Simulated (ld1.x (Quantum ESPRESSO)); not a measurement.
# Varying the TM semilocal potential for hydrogen

Base potential:

```
Element                 : H
Generator               : ld1.x (Quantum ESPRESSO) 7.5
Type                    : norm-conserving Troullier–Martins (semilocal form)
Functional              : PBEsol
Relativity              : non-relativistic
Frozen core             : none
Valence charge          : 1
Reference configuration : 1s1
Partial waves           : 1s (bound): rc 1.15 bohr
Local potential         : the s channel
Core correction         : none
```

Cutoffs, loose and tight: the cutoffs (Ry, on a coarse ladder) from which the occupation-weighted sum of valence levels, in a spherical-Bessel basis at the reference potential, stays within 10 and 1 mRy of its value at 400 Ry. They do not see the model core or the augmentation charge, which bear on the density cutoff. Test errors are all-electron minus pseudo excitation energies from the reference, over the configurations 1s0.5. A dash means not determined; rows that change the core or the reference have their own tests.

A semilocal file is local in each channel, so a ghost entry of none says nothing of the separable form that plane-wave codes build from it.

```tsv
change	outcome	cutoff, loose	cutoff, tight	bound ghosts
base	generated	21 Ry	40 Ry	none
wave 1s (bound): rc 1.15 bohr becomes 1s (bound): rc 1.00 bohr	generated	25 Ry	45 Ry	none
wave 1s (bound): rc 1.15 bohr becomes 1s (bound): rc 1.06 bohr	generated	25 Ry	45 Ry	none
wave 1s (bound): rc 1.15 bohr becomes 1s (bound): rc 1.18 bohr	generated	21 Ry	40 Ry	none
wave 1s (bound): rc 1.15 bohr becomes 1s (bound): rc 1.26 bohr	generated	21 Ry	35 Ry	none
wave 1s (bound): rc 1.15 bohr becomes 1s (bound): rc 1.42 bohr	generated	18 Ry	30 Ry	none
wave 1s (bound): rc 1.15 bohr becomes 1s (bound): rc 1.50 bohr	generated	18 Ry	30 Ry	none
```

Task: What comes out with this change to the base: wave 1s (bound): rc 1.15 bohr becomes 1s (bound): rc 1.56 bohr?

Result: outcome: generated; cutoff, loose: 15 Ry; cutoff, tight: 25 Ry; bound ghosts: none.

Task: What comes out with this change to the base: wave 1s (bound): rc 1.15 bohr becomes 1s (bound): rc 0.88 bohr?

Result: outcome: generated; cutoff, loose: 30 Ry; cutoff, tight: 55 Ry; bound ghosts: none.

Reading the sweep of the scale of all radii (base = 1) (base included, trends over the rows without a ghost): The loose cutoff falls from 30 Ry at 0.77 to 15 Ry at 1.36. A larger radius leaves more room for a smooth pseudo-wave, so fewer plane waves are needed; a smaller one forces it to follow the all-electron wave where it bends sharply.
